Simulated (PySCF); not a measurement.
Vertical excitations of a molecule C₃H₆OSi from PySCF with TDA-B3LYP/def2-SVPD, as energy in eV (oscillator strength): 5.82 (0.001), 6.11 (0.003), 6.23 (0.001), 6.96 (0.007), 7.34 (0.068), 7.47 (0.092), 7.54 (0.045), 7.72 (0.013), 8.00 (0.070), 8.06 (0.108). Lowest triplet (TDA): 4.86 eV. Geometry: r2SCAN-D4/def2-SVP. Other conformers were not sampled.

### Question
Which molecule gave these data?
A) CC1=CO[SiH2]1
B) C#C[Si@@H](C)O
C) C=C1OC[SiH2]1
D) C=C=CO[SiH3]

### Answer
B, C#C[Si@@H](C)O
